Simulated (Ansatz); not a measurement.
AlBH8SSi2, relaxed with RKS PBE-D4/def2-SVP in the Gaussian-basis code of Ansatz from a rough embedded geometry. The force threshold is 0.03 eV/Å; the program also tests the step.

The species carries charge 0 and has multiplicity 1. The bonds changed during the relaxation, so this is another structure than the one it started from.

Start:

```xyz
13

B    -0.110   -0.998   -2.297
Si    0.172    0.798   -1.611
Al   -0.259    0.812    0.699
Si    0.982   -0.739    2.159
S    -1.799    2.180    1.606
H     0.414   -1.910   -1.881
H    -0.991   -1.156   -3.117
H    -0.709    1.748   -2.227
H     1.566    1.112   -1.873
H     0.700   -2.101    1.654
H     2.387   -0.422    1.983
H     0.513   -0.555    3.499
H    -2.866    1.231    1.407
```

```json
{"step": "1", "energy (eV)": "-33964.3731", "largest force (eV/Å)": "2.092", "largest move (Å)": "0.000"}
{"step": "2", "energy (eV)": "-33964.8363", "largest force (eV/Å)": "0.710", "largest move (Å)": "0.192"}
{"step": "3", "energy (eV)": "-33964.8842", "largest force (eV/Å)": "0.959", "largest move (Å)": "0.176"}
{"step": "4", "energy (eV)": "-33964.9420", "largest force (eV/Å)": "0.421", "largest move (Å)": "0.200"}
{"step": "5", "energy (eV)": "-33965.0198", "largest force (eV/Å)": "0.438", "largest move (Å)": "0.194"}
{"step": "6", "energy (eV)": "-33965.0846", "largest force (eV/Å)": "0.673", "largest move (Å)": "0.195"}
{"step": "7", "energy (eV)": "-33965.1347", "largest force (eV/Å)": "0.620", "largest move (Å)": "0.200"}
{"step": "8", "energy (eV)": "-33965.1939", "largest force (eV/Å)": "0.943", "largest move (Å)": "0.197"}
{"step": "9", "energy (eV)": "-33965.2770", "largest force (eV/Å)": "0.341", "largest move (Å)": "0.200"}
{"step": "10", "energy (eV)": "-33965.3040", "largest force (eV/Å)": "0.184", "largest move (Å)": "0.200"}
{"step": "11", "energy (eV)": "-33965.3117", "largest force (eV/Å)": "0.313", "largest move (Å)": "0.113"}
{"step": "12", "energy (eV)": "-33965.3174", "largest force (eV/Å)": "0.235", "largest move (Å)": "0.117"}
{"step": "13", "energy (eV)": "-33965.3278", "largest force (eV/Å)": "0.283", "largest move (Å)": "0.123"}
{"step": "14", "energy (eV)": "-33965.3411", "largest force (eV/Å)": "0.354", "largest move (Å)": "0.195"}
{"step": "15", "energy (eV)": "-33965.3695", "largest force (eV/Å)": "0.316", "largest move (Å)": "0.194"}
{"step": "16", "energy (eV)": "-33965.4133", "largest force (eV/Å)": "0.357", "largest move (Å)": "0.195"}
{"step": "17", "energy (eV)": "-33965.4786", "largest force (eV/Å)": "0.413", "largest move (Å)": "0.198"}
{"step": "18", "energy (eV)": "-33965.5538", "largest force (eV/Å)": "0.317", "largest move (Å)": "0.195"}
{"step": "19", "energy (eV)": "-33965.5721", "largest force (eV/Å)": "0.204", "largest move (Å)": "0.170"}
{"step": "20 (rejected)", "energy (eV)": "-33965.5135", "largest force (eV/Å)": "0.590", "largest move (Å)": "0.200"}
{"step": "21", "energy (eV)": "-33965.5924", "largest force (eV/Å)": "0.156", "largest move (Å)": "0.099"}
{"step": "22", "energy (eV)": "-33965.5970", "largest force (eV/Å)": "0.095", "largest move (Å)": "0.064"}
{"step": "23", "energy (eV)": "-33965.6005", "largest force (eV/Å)": "0.080", "largest move (Å)": "0.051"}
{"step": "24", "energy (eV)": "-33965.6028", "largest force (eV/Å)": "0.066", "largest move (Å)": "0.090"}
{"step": "25", "energy (eV)": "-33965.6040", "largest force (eV/Å)": "0.042", "largest move (Å)": "0.029"}
{"step": "26", "energy (eV)": "-33965.6053", "largest force (eV/Å)": "0.037", "largest move (Å)": "0.056"}
{"step": "27", "energy (eV)": "-33965.6058", "largest force (eV/Å)": "0.051", "largest move (Å)": "0.035"}
{"step": "28", "energy (eV)": "-33965.6061", "largest force (eV/Å)": "0.030", "largest move (Å)": "0.041"}
{"step": "29", "energy (eV)": "-33965.6063", "largest force (eV/Å)": "0.024", "largest move (Å)": "0.021"}
```

End:

```xyz
13

B    -0.103   -0.671   -1.609
Si    0.082    1.113   -2.169
Al   -0.323    0.137    0.411
Si    0.945   -1.105    2.102
S    -1.967    1.380    1.218
H     0.864   -1.404   -1.529
H    -1.203   -1.076   -1.206
H    -1.015    2.145   -2.182
H     1.407    1.769   -2.444
H     0.818   -2.590    1.870
H     2.412   -0.760    2.010
H     0.483   -0.806    3.506
H    -2.398    1.868    0.020
```

Run time 41 s (4 threads of a server CPU on a shared host); peak host memory 0.19 GiB.
